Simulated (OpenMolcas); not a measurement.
**V3+: the spin-orbit constant, Racah parameters, worked from levels**

* Program: OpenMolcas
* Basis: ANO-R2 [6s4p4d2f1g]
* Scalar Hamiltonian: X2C, finite nucleus
* Active space: 2 electrons in 5 orbitals (3d)
* State averaging: 2S+1 = 3 even, 10 roots; 2S+1 = 1 even, 15 roots (14 in the spin-orbit step)
* Spin-orbit coupling: state interaction with AMFI integrals over the reference wave functions, term energies averaged over their components

Methods: CASSCF; SS-CASPT2, IPEA 0.25 Eh, imaginary shift 0.1 Eh (closed shells correlated: 3s 3p). Measured levels: Sugar and Corliss, J. Phys. Chem. Ref. Data 7, 1191 (1978).

**The spin-orbit constant.** For the Hund term ³F of d2, E(J) = (A/2) J(J+1) + constant and ζ = 2S·A = 2A. From J = 2 to J = 4 the energy changes by 7 A.

```json
{"Source": "CASSCF", "E(4) - E(2)": "722.8", "A": "103.3", "ζ": "207"}
{"Source": "SS-CASPT2", "E(4) - E(2)": "724.7", "A": "103.5", "ζ": "207"}
{"Source": "measured", "E(4) - E(2)": "734.7", "A": "105.0", "ζ": "210"}
```

All in cm-1. SS-CASPT2 is off by -1.4 % and CASSCF by -1.6 %. Both methods take the spin-orbit matrix elements from the reference wave functions, so the second can move ζ only through the term energies and any multistate remixing. Second-order mixing with other terms is absorbed into this ζ.

**Racah parameters.** Above ³F, d2 has ³P at 15B, ¹G at 12B + 2C and ¹D at 5B + 2C. The first two fix B and C, and the third tests them; where it misses by thousands of cm-1, two parameters do not describe the configuration (Trees and configuration-interaction terms are left out) and B and C hang on the terms chosen. Term energies are centres of gravity, weighted by 2J + 1.

| Source | ³P | ¹G | B | C | C/B | ¹D from B, C | ¹D found |
| --- | --- | --- | --- | --- | --- | --- | --- |
| CASSCF | 16389 | 21139 | 1093 | 4014 | 3.67 | 13493 | 13612 |
| SS-CASPT2 | 13593 | 18323 | 906 | 3724 | 4.11 | 11978 | 10303 |

Energies in cm-1. From CASSCF to SS-CASPT2, B changes by -17.1 % and C by -7.2 %.

Term energies are means over components that CASPT2 splits; among the terms shown or strongly mixed into the levels shown the widest spread is 840 cm-1 (3d² ¹G, SS-CASPT2). Some high roots are left out of the spin-orbit mixing, which shifts the levels that they would mix with. Without dynamic correlation excited terms often stand tens of per cent too high (terms of higher spin than the ground term too low), and those without a measured partner can miss by more than the paired ones (holds for CASSCF). Computed and measured levels are paired by configuration, term and J; levels that our copy of the source lacks, or whose pairing is in doubt (as where it misses far off the trend of its configuration), stay unpaired and out of the deviations. Only configurations of the active space appear.
